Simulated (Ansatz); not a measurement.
Geometry optimisation, Ansatz, DFT PBE, scalar-relativistic, plane waves, PAW.

The input (input.yaml):

```yaml
crystal:
  lattice:
    - [11.18, 0.0, 0.0]
    - [0.0, 11.18, 0.0]
    - [0.0, 0.0, 11.18]
  atoms:
    - { symbol: Rb, position: [0.0, 0.0, 0.0] }
    - { symbol: Rb, position: [0.5, 0.0, 0.0] }
    - { symbol: Rb, position: [0.0, 0.5, 0.0] }
    - { symbol: Rb, position: [0.0, 0.0, 0.5] }
    - { symbol: Rb, position: [0.25, 0.25, 0.25] }
    - { symbol: Rb, position: [0.5, 0.5, 0.0] }
    - { symbol: Rb, position: [0.5, 0.0, 0.5] }
    - { symbol: Rb, position: [0.75, 0.25, 0.25] }
    - { symbol: Rb, position: [0.0, 0.5, 0.5] }
    - { symbol: Rb, position: [0.25, 0.75, 0.25] }
    - { symbol: Rb, position: [0.25, 0.25, 0.75] }
    - { symbol: Rb, position: [0.5, 0.5, 0.5] }
    - { symbol: Rb, position: [0.75, 0.75, 0.25] }
    - { symbol: Rb, position: [0.75, 0.25, 0.75] }
    - { symbol: Rb, position: [0.25, 0.75, 0.75] }
    - { symbol: Rb, position: [0.75, 0.75, 0.75] }
    - { symbol: "N", position: [-0.00476705, 0.75631053, 0.87866794] }
basis:
  ecutwfc: 420.0
kpoints:
  mp_grid: { grid: [2, 2, 2] }
hamiltonian:
  xc: pbe
scf:
  occupations: { method: fermi_dirac, width: 0.1 }
  lower_state_search: "off"
relax:
  f_tol: 0.03
  max_steps: 60
  adjacent_minimum: "off"
output:
  write_density: true
  write_potential: true
  elf: true
  volumetric_format: npy
```

Run as:

```bash
$ ansatz run input.yaml --threads 4 --pin off --max-ram 10240MiB --backend cpu --events-out ev --progress --plain --runs-dir out
```

Where does it end, and by what steps?

The forces met the threshold. The force dipped under the threshold on the way, but the program's further checks kept it going. Limits of this set-up: coarse k mesh, odd electron count without spin, a small cell, in which the defect meets its images. After 13 steps the energy has fallen by 1.163 eV; N17 moved furthest, 1.29 Å. Joined: Rb10–N17 (5.04 → 2.90 Å), Rb13–N17 (4.98 → 2.90 Å).

```json
{"step": "0", "energy less start (eV)": "0.0000", "largest force component (eV/Å)": "0.554", "accepted": "yes"}
{"step": "1", "energy less start (eV)": "-0.3474", "largest force component (eV/Å)": "0.480", "accepted": "yes"}
{"step": "2", "energy less start (eV)": "-0.6435", "largest force component (eV/Å)": "0.251", "accepted": "yes"}
{"step": "3", "energy less start (eV)": "-0.7167", "largest force component (eV/Å)": "0.033", "accepted": "yes"}
{"step": "4", "energy less start (eV)": "-0.7339", "largest force component (eV/Å)": "0.103", "accepted": "yes"}
{"step": "5", "energy less start (eV)": "-0.7753", "largest force component (eV/Å)": "0.140", "accepted": "yes"}
{"step": "6", "energy less start (eV)": "-0.8509", "largest force component (eV/Å)": "0.249", "accepted": "yes"}
{"step": "7", "energy less start (eV)": "-0.9410", "largest force component (eV/Å)": "0.251", "accepted": "yes"}
{"step": "8", "energy less start (eV)": "-1.0404", "largest force component (eV/Å)": "0.343", "accepted": "yes"}
{"step": "9", "energy less start (eV)": "-1.1298", "largest force component (eV/Å)": "0.176", "accepted": "yes"}
{"step": "10", "energy less start (eV)": "-1.1615", "largest force component (eV/Å)": "0.013", "accepted": "yes"}
{"step": "11", "energy less start (eV)": "-1.1615", "largest force component (eV/Å)": "0.013", "accepted": "yes"}
{"step": "12", "energy less start (eV)": "-1.1632", "largest force component (eV/Å)": "0.015", "accepted": "yes"}
{"step": "13", "energy less start (eV)": "-1.1630", "largest force component (eV/Å)": "0.024", "accepted": "yes"}
```

```xyz
17
Lattice="11.1800 0.0000 0.0000 0.0000 11.1800 0.0000 0.0000 0.0000 11.1800" Properties=species:S:1:pos:R:3
Rb -0.003 0.063 -0.068
Rb 5.587 -0.052 -0.071
Rb -0.003 5.531 -0.068
Rb -0.003 -0.059 5.503
Rb 2.921 2.798 2.847
Rb 5.587 5.650 -0.069
Rb 5.587 -0.435 5.502
Rb 8.253 2.799 2.847
Rb -0.003 5.658 5.502
Rb 2.052 8.391 1.976
Rb 2.921 2.801 8.168
Rb 5.587 6.034 5.499
Rb 9.123 8.391 1.977
Rb 8.253 2.801 8.168
Rb 2.066 8.389 9.042
Rb 9.105 8.389 9.042
N -0.002 8.388 11.107
```

The run took 2.1 min on 4 threads of Intel(R) Xeon(R) Platinum 8488C (Sapphire Rapids) (shared host), peak memory 3 GiB.
